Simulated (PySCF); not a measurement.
PySCF job for Be(Cl)(SiH3) (BeClH3Si), SMILES [SiH3][Be][Cl], TDDFT-B3LYP/def2-SVPD. Coordinates come from a PBE0-D3(BJ)/def2-TZVP optimisation.

```python
import numpy as np
from pyscf import gto, scf, dft, tdscf

mol = gto.M(
    atom='''
    Be   -0.00000000   -0.00000000   -0.20927808
    Cl    0.00000000    0.00000000   -2.01205864
    Si   -0.00000000    0.00000000    1.96470964
    H     1.20087802    0.69332725    2.51205812
    H     0.00000001   -1.38665449    2.51205812
    H    -1.20087801    0.69332725    2.51205813
    ''',
    basis='def2-SVPD',
    charge=0,
    spin=0,
    symmetry=True,
    max_memory=1600,
    verbose=4,
)
mf = dft.RKS(mol, xc='b3lyp').density_fit(auxbasis='def2-universal-jkfit')
mf.grids.level = 3
mf.conv_tol = 1e-9
mf.max_cycle = 100
mf.kernel()
mf.grids = dft.Grids(mol).set(level=1).build(with_non0tab=True)  # coarser grid for the response kernel
td = tdscf.TDDFT(mf)
td.singlet = True
td.nstates = 10
td.conv_tol = 1e-4
td.kernel(x0=td.get_init_guess(mf, 15))
td.analyze()
tt = tdscf.TDA(mf)
tt.singlet = False
tt.nstates = 4
tt.conv_tol = 1e-4
tt.kernel(x0=tt.get_init_guess(mf, 9))
tt.analyze(verbose=3)
```

It prints:

```
PySCF version 2.14.0

[INPUT] verbose = 4
[INPUT] num. atoms = 6
[INPUT] num. electrons = 38
[INPUT] charge = 0
[INPUT] spin (= nelec alpha-beta = 2S) = 0
[INPUT] symmetry True subgroup None
[INPUT] Mole.unit = angstrom
[INPUT] Symbol           X                Y                Z      unit          X                Y                Z       unit  Magmom
[INPUT]  1 Be     0.000000000000   0.000000000000  -0.209278080000 AA    0.000000000000   0.000000000000  -0.395478255075 Bohr   0.0
[INPUT]  2 Cl     0.000000000000   0.000000000000  -2.012058640000 AA    0.000000000000   0.000000000000  -3.802239776165 Bohr   0.0
[INPUT]  3 Si     0.000000000000   0.000000000000   1.964709640000 AA    0.000000000000   0.000000000000   3.712763133893 Bohr   0.0
[INPUT]  4 H      1.200878020000   0.693327250000   2.512058120000 AA    2.269330566810   1.310198617198   4.747101855790 Bohr   0.0
[INPUT]  5 H      0.000000010000  -1.386654490000   2.512058120000 AA    0.000000018897  -2.620397215498   4.747101855790 Bohr   0.0
[INPUT]  6 H     -1.200878010000   0.693327250000   2.512058130000 AA   -2.269330547913   1.310198617198   4.747101874687 Bohr   0.0

nuclear repulsion = 88.6136792919558
point group symmetry = C3v, use subgroup Cs
symmetry origin: [9.94592689e-10 4.97296344e-10 6.46485258e-09]
symmetry axis x: [-1.09266793e-09  1.00000000e+00 -2.30460895e-10]
symmetry axis y: [2.74883197e-10 2.30460895e-10 1.00000000e+00]
symmetry axis z: [ 1.00000000e+00  1.09266793e-09 -2.74883197e-10]
num. orbitals of irrep A' = 59
num. orbitals of irrep A" = 28
number of shells = 39
number of NR pGTOs = 139
number of NR cGTOs = 87
basis = def2-SVPD
ecp = {}


[settings echo left out]
init E= -766.044354360263
HOMO (A') = -0.310452133885844  LUMO (A') = -0.0737232995462658  gap/eV = 6.44172
cycle= 1 E= -766.083625182294  delta_E= -0.0393  |g|= 0.208  |ddm|=  2.9
HOMO (A') = -0.31005934905091  LUMO (A") = -0.059666130994728  gap/eV = 6.81355
cycle= 2 E= -766.078460611788  delta_E= 0.00516  |g|= 0.255  |ddm|= 0.748
HOMO (A') = -0.296165115246309  LUMO (A") = -0.051183667240263  gap/eV = 6.66628
cycle= 3 E= -766.098591970211  delta_E= -0.0201  |g|= 0.0193  |ddm|= 0.379
HOMO (A') = -0.300405074254552  LUMO (A") = -0.0537267138173187  gap/eV = 6.71246
cycle= 4 E= -766.098708707944  delta_E= -0.000117  |g|= 0.00719  |ddm|= 0.039
HOMO (A') = -0.299585676310098  LUMO (A") = -0.0530665590114276  gap/eV = 6.70813
cycle= 5 E= -766.09872509737  delta_E= -1.64e-05  |g|= 0.000693  |ddm|= 0.0159
HOMO (A') = -0.299610550525246  LUMO (A") = -0.0531488029814038  gap/eV = 6.70657
cycle= 6 E= -766.098725285502  delta_E= -1.88e-07  |g|= 0.000223  |ddm|= 0.00175
HOMO (A') = -0.299584834159278  LUMO (A") = -0.0531104556935058  gap/eV = 6.70691
cycle= 7 E= -766.098725307995  delta_E= -2.25e-08  |g|= 2.77e-05  |ddm|= 0.000555
HOMO (A') = -0.299585907577289  LUMO (A") = -0.0531112727820879  gap/eV = 6.70692
cycle= 8 E= -766.098725308262  delta_E= -2.67e-10  |g|= 4.37e-06  |ddm|= 4.46e-05
HOMO (A') = -0.299588155327964  LUMO (A") = -0.0531123542293708  gap/eV = 6.70695
Extra cycle  E= -766.098725308265  delta_E= -2.84e-12  |g|= 4.1e-06  |ddm|= 1.85e-05
converged SCF energy = -766.098725308265
tot grids = 25232


******** <class 'pyscf.tdscf.rks.TDDFT'> for <class 'pyscf.df.df_jk.DFSymAdaptedRKS'> ********
nstates = 10 singlet
deg_eia_thresh = 1.000e-03
wfnsym = None
conv_tol = 0.0001
eigh lindep = 1e-12
eigh level_shift = 0
eigh max_cycle = 100


Excitation energies (eV)
[5.92877862 5.92883192 6.86417888 6.92254823 6.92255799 6.98611472
 7.0955652  7.2757073  7.27572724 7.52751198]

** Singlet excitation energies and oscillator strengths **
Excited State   1:   A'      5.92878 eV    209.12 nm  f=0.0611
      19 -> 21       -0.69480
Excited State   2:   A"      5.92883 eV    209.12 nm  f=0.0611
      19 -> 20       -0.69480
Excited State   3:   A"      6.86418 eV    180.62 nm  f=0.0000
      15 -> 20       -0.18424
      16 -> 21        0.18425
      17 -> 20       -0.46299
      18 -> 21        0.46299
Excited State   4:   A'      6.92255 eV    179.10 nm  f=0.0013
      15 -> 21       -0.26158
      16 -> 20        0.26158
      17 -> 21       -0.42334
      18 -> 20        0.42335
Excited State   5:   A"      6.92256 eV    179.10 nm  f=0.0013
      15 -> 20       -0.26160
      16 -> 21       -0.26158
      17 -> 20       -0.42335
      18 -> 21       -0.42334
Excited State   6:   A'      6.98611 eV    177.47 nm  f=0.1366
      17 -> 21       -0.14403
      18 -> 20       -0.14406
      19 -> 22        0.66956
Excited State   7:   A"      7.09557 eV    174.73 nm  f=0.0000
      15 -> 20        0.46289
      16 -> 21       -0.46291
      17 -> 20       -0.18498
      18 -> 21        0.18497
Excited State   8:   A"      7.27571 eV    170.41 nm  f=0.0152
      15 -> 20       -0.42090
      16 -> 21       -0.42088
      17 -> 20        0.25579
      18 -> 21        0.25579
Excited State   9:   A'      7.27573 eV    170.41 nm  f=0.0152
      15 -> 21       -0.42089
      16 -> 20        0.42090
      17 -> 21        0.25577
      18 -> 20       -0.25580
Excited State  10:   A'      7.52751 eV    164.71 nm  f=0.3058
      15 -> 21       -0.22662
      16 -> 20       -0.22658
      17 -> 21        0.39154
      18 -> 20        0.39151
      19 -> 22        0.17276
      19 -> 23       -0.12838
      19 -> 26       -0.19662

** Transition electric dipole moments (AU) **
state          X           Y           Z        Dip. S.      Osc.
  1         0.0000     -0.6486     -0.0000      0.4206      0.0611
  2        -0.6486     -0.0000      0.0000      0.4206      0.0611
  3        -0.0000     -0.0000      0.0000      0.0000      0.0000
  4        -0.0000     -0.0887     -0.0000      0.0079      0.0013
  5         0.0887      0.0000     -0.0000      0.0079      0.0013
  6         0.0000      0.0000     -0.8935      0.7983      0.1366
  7         0.0000     -0.0000      0.0000      0.0000      0.0000
  8        -0.2920     -0.0000      0.0000      0.0853      0.0152
  9         0.0000      0.2920      0.0001      0.0853      0.0152
 10         0.0000      0.0000     -1.2878      1.6584      0.3058

** Transition velocity dipole moments (imaginary part, AU) **
state          X           Y           Z        Dip. S.      Osc.
  1         0.0000     -0.1437     -0.0000      0.0207      0.0632
  2        -0.1437      0.0000      0.0000      0.0206      0.0632
  3        -0.0000      0.0000     -0.0000      0.0000      0.0000
  4        -0.0000     -0.0242     -0.0000      0.0006      0.0015
  5         0.0242      0.0000      0.0000      0.0006      0.0015
  6         0.0000      0.0000     -0.2342      0.0549      0.1424
  7         0.0000      0.0000     -0.0000      0.0000      0.0000
  8        -0.0818     -0.0000     -0.0000      0.0067      0.0167
  9         0.0000      0.0818      0.0000      0.0067      0.0167
 10         0.0000      0.0000     -0.3559      0.1267      0.3053

** Transition magnetic dipole moments (imaginary part, AU) **
state          X           Y           Z
  1        -0.5780     -0.0000     -0.0000
  2         0.0000      0.5781     -0.0000
  3         0.0000     -0.0000     -0.2730
  4        -0.0575      0.0000     -0.0000
  5         0.0000     -0.0575      0.0000
  6         0.0000      0.0000      0.0000
  7         0.0000     -0.0000     -0.5465
  8        -0.0000      0.1189      0.0000
  9         0.1190     -0.0000      0.0000
 10         0.0000     -0.0000      0.0000


******** <class 'pyscf.tdscf.rks.TDA'> for <class 'pyscf.df.df_jk.DFSymAdaptedRKS'> ********
nstates = 4 triplet
deg_eia_thresh = 1.000e-03
wfnsym = None
conv_tol = 0.0001
eigh lindep = 1e-12
eigh level_shift = 0
eigh max_cycle = 100


Excitation energies (eV)
[4.73184309 4.73192977 6.40306312 6.51536817]

** Triplet excitation energies and oscillator strengths **
Excited State   1:   A'      4.73184 eV    262.02 nm  f=0.0000
Excited State   2:   A"      4.73193 eV    262.02 nm  f=0.0000
Excited State   3:   A'      6.40306 eV    193.63 nm  f=0.0000
Excited State   4:   A'      6.51537 eV    190.29 nm  f=0.0000
```

The run converged.
